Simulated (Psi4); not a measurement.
Psi4 input (wB97X-D/6-311+G**):

```
memory 1500 MB

molecule {
0 1
C    -0.00000000   -0.00000000   -1.28727137
C     0.00000000    0.00000000    0.00000000
C     0.00000000    0.00000000    1.28727137
symmetry c1
no_reorient
no_com
}

set {
  basis 6-311+G**
  reference rks
  scf_type pk
  dft_radial_points 99
  dft_spherical_points 590
  e_convergence 1e-8
  d_convergence 1e-7
  maxiter 150
}

e = energy('wb97x-d')
print_out(f'\nFINAL {e:.10f} DIPOLE {variable("CURRENT DIPOLE")[0]:.6f} {variable("CURRENT DIPOLE")[1]:.6f} {variable("CURRENT DIPOLE")[2]:.6f}\n')
```

From the output:

```

    Doubly Occupied:

       1A    -10.422841     2A    -10.422825     3A    -10.319280
       4A     -0.952879     5A     -0.827448     6A     -0.462988
       7A     -0.462988     8A     -0.462554     9A     -0.427789

    Virtual:

      10A     -0.100346    11A     -0.100346    12A      0.079874
      13A      0.097423    14A      0.097423    15A      0.098521
      16A      0.120585    17A      0.149732    18A      0.149732
      19A      0.155134    20A      0.155134    21A      0.184093
      22A      0.210650    23A      0.210650    24A      0.264257
      25A      0.300823    26A      0.369016    27A      0.543602
      28A      0.570873    29A      0.570873    30A      0.577959
      31A      0.629357    32A      0.629357    33A      0.712262
      34A      0.712262    35A      0.721086    36A      0.727562
      37A      0.981618    38A      1.011350    39A      1.066917
      40A      1.140286    41A      1.140286    42A      1.188428
      43A      1.188428    44A      1.354424    45A      1.354424
      46A      1.657266    47A      1.657266    48A      1.729246
      49A      1.729246    50A      1.932185    51A      2.173090
      52A      2.364715    53A      2.364715    54A      2.726262
      55A      2.726262    56A      2.814457    57A      2.960060
      58A      2.960060    59A      2.974180    60A      2.974180
      61A      3.078618    62A      3.447401    63A      3.538660
      64A     23.227012    65A     23.859786    66A     24.873105

    Final Occupation by Irrep:
              A
    DOCC [     9 ]
    NA   [     9 ]
    NB   [     9 ]

  @RKS Final Energy:  -114.01810965470317

   => Energetics <=

    Nuclear Repulsion Energy =             36.9975982300453126
    One-Electron Energy =                -224.9695013929665492
    Two-Electron Energy =                  84.9916344821311895
    DFT Exchange-Correlation Energy =     -11.0377516311434629
    Empirical Dispersion Energy =          -0.0000893427696452
    VV10 Nonlocal Energy =                  0.0000000000000000
    Total Energy =                       -114.0181096547031672

Computation Completed

Properties will be evaluated at   0.000000,   0.000000,   0.000000 [a0]

Properties computed using the SCF density matrix

 Multipole Moments:

 ------------------------------------------------------------------------------------
     Multipole            Electronic (a.u.)      Nuclear  (a.u.)        Total (a.u.)
 ------------------------------------------------------------------------------------

 L = 1.  Multiply by 2.5417464519 to convert [e a0] to [Debye]
 Dipole X            :          0.0000000            0.0000000            0.0000000
 Dipole Y            :         -0.0000000            0.0000000           -0.0000000
 Dipole Z            :          0.0000000            0.0000000            0.0000000
 Magnitude           :                                                    0.0000000

 ------------------------------------------------------------------------------------

FINAL -114.0181096547 DIPOLE 0.000000 -0.000000 0.000000

*** Psi4 exiting successfully. Buy a developer a beer!
```

The geometry given is a B3LYP-D3(BJ)/def2-TZVP minimum.
